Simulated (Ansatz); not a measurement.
Question: Predict a relaxed structure of GeICl3, charge 0, singlet, at PBE0-D4/def2-SVP (Ansatz).

Answer: 
```xyz
5

Ge   -0.019   -0.036    0.025
I     0.980    1.821   -1.284
Cl    1.298   -1.714    0.069
Cl   -1.868   -0.653   -0.844
Cl   -0.391    0.582    2.034
```
Point group C3v (tolerance 0.1 Å). This is one stationary point.

In the def2 sets I takes a core potential; there is no spin–orbit coupling.
